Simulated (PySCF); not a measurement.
Input file for PySCF: R-B3LYP/3-21G on C2H6OSi (SMILES C=C[SiH2]O).

```python
from pyscf import gto, scf, dft, mp
from pyscf.data.elements import chemcore

mol = gto.M(
    atom='''
    C    -1.77012380   -0.38664362    0.22884500
    C    -0.60673302   -0.46122559   -0.41602102
    Si    0.98714015    0.15012091    0.31883529
    O     1.64839879    1.41237898   -0.52350645
    H    -1.84483646    0.05413800    1.21786982
    H    -2.69706805   -0.75985666   -0.19432840
    H    -0.60172106   -0.91463207   -1.40572798
    H     0.70294755    0.65590528    1.67818698
    H     1.96487286   -0.96839585    0.36725783
    H     2.21712303    1.21821062   -1.27141107
    ''',
    basis='3-21g',
    charge=0, spin=0, verbose=3, max_memory=1800)
mf = dft.RKS(mol, xc='b3lyp')
mf.conv_tol = 1e-8
mf.max_cycle = 100
mf.kernel()
if not mf.converged:
    mf = mf.newton().run(mf.mo_coeff, mf.mo_occ)
```

Output:

```
converged SCF energy = -442.168413698287
```

The calculation finished and met its thresholds.

Cost: roughly 6 core-seconds.
